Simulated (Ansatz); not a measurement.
Start from `[CH3][GaH][F]` and change one atom or group to get `[CH3][Ga]([F])[F]`.

Ansatz, PBE0-D4/def2-TZVP geometries, multiplicity 1. 

Scalar relativity is left out up to krypton.

| property | `[CH3][GaH][F]` |
| --- | --- |
| HOMO–LUMO gap (ωB97M-V/def2-TZVPP) / eV | 11.22 |
| LUMO energy (PBE/def2-TZVPP) / eV | -1.91 |
| LUMO energy (ωB97M-V/def2-TZVPP) / eV | 0.56 |
| size of the dipole moment (B3LYP/def2-TZVPP) / D | 2.66 |
| size of the dipole moment (ωB97M-V/def2-TZVPP) / D | 2.64 |
| HOMO energy (PBE/def2-TZVPP) / eV | -7.08 |

Question: What does the change do to each property? (Best estimate.)

Answer: The calculation gave: 
```tsv
property	`[CH3][Ga]([F])[F]`	shift
HOMO–LUMO gap (ωB97M-V/def2-TZVPP) / eV	12.85	1.63
LUMO energy (PBE/def2-TZVPP) / eV	-1.70	0.21
LUMO energy (ωB97M-V/def2-TZVPP) / eV	0.96	0.40
size of the dipole moment (B3LYP/def2-TZVPP) / D	3.55	0.89
size of the dipole moment (ωB97M-V/def2-TZVPP) / D	3.48	0.84
HOMO energy (PBE/def2-TZVPP) / eV	-8.11	-1.03
```

With PBE0 the HOMO falls by 1.17 eV and the LUMO rises by 0.35 eV, so the gap widens by about 1.52 eV. PBE moves the HOMO by -1.03 eV and ωB97M-V by -1.23 eV. Dipoles are sizes alone; their direction can turn.

B3LYP here is the variant with VWN-RPA as its local correlation; programs differ in this.
